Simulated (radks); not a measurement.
Values are calculated unless marked as measured or tabulated.
Q: Mean orbital radii <r> (bohr) of neutral barium, [Xe] 6s2, of relativity; Dirac values are averaged over j with weights 2j + 1. Spin-unpolarised spherical Kohn-Sham, PBE, point nucleus unless stated (finite: rms radius 4.8378 fm), a radial shooting solver on a logarithmic mesh with Libxc functionals. A level marked "c x" has the speed of light scaled by that factor.

shell  non-rel.
1s      0.02713
2s       0.1164
2p      0.09900
3s       0.3063
3p       0.2964
3d       0.2671
4s       0.7037
4p       0.7282
4d       0.7958
5s        1.708
5p        1.937
6s        4.951

Give the values at the level "Dirac, c x 0.85".

A: 
shell  Dirac, c x 0.85  change of magnitude (%)
1s             0.02494                    -8.06
2s              0.1064                    -8.58
2p             0.09471                    -4.34
3s              0.2856                    -6.77
3p              0.2867                    -3.26
3d              0.2665                    -0.20
4s              0.6618                    -5.96
4p              0.7099                    -2.51
4d              0.8030                    +0.90
5s               1.611                    -5.66
5p               1.913                    -1.25
6s               4.723                    -4.60
